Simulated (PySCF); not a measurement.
Question: Write a Z-matrix for `C[S][GeH2][C](=O)O` as optimised with PBE0-D3(BJ)/def2-SVP.

Answer: 
Z-matrix in Å and degrees, rows numbered from 1:
```
C 
S   1  1.8216
Ge  2  2.2122  1   99.90
C   3  1.9985  2  112.77  1    65.26
O   4  1.2002  3  123.12  2   153.27
O   4  1.3404  3  113.87  2   -28.31
H   1  1.0981  2  110.94  3   -59.17
H   1  1.0996  2  111.39  3    63.96
H   1  1.0984  2  106.33  3  -177.74
H   3  1.5316  2  107.70  1  -176.47
H   3  1.5417  2  110.94  1   -53.69
H   6  0.9741  4  106.92  3  -178.76
```

Ge3 (germanium bonded to C, S and 2 H) is tetrahedral (angles from 106.2° to 112.8°). Of the pairs four or more bonds apart, O6···H7 is among the closest relative to their van der Waals radii: 2.55 Å, 94 % of the sum of Bondi's values. The C–O distances run from 1.200 Å (C4=O5, drawn double) to 1.340 Å (C4–O6, drawn single), a spread of 0.140 Å. S2 (sulfur bonded to C and Ge) is bent (angle 99.9°).

The calculation used PySCF, PBE0-D3(BJ)/def2-SVP geometry optimisation, gas phase.

Point group: C1 (no symmetry element, even within 0.4 Å). Not checked by PBE0-D3(BJ)/def2-SVP frequencies. The numbers are those of one conformer (C1–S2–Ge3–C4 65°, S2–Ge3–C4–O5 153°, Ge3–C4–O6–H -179°).
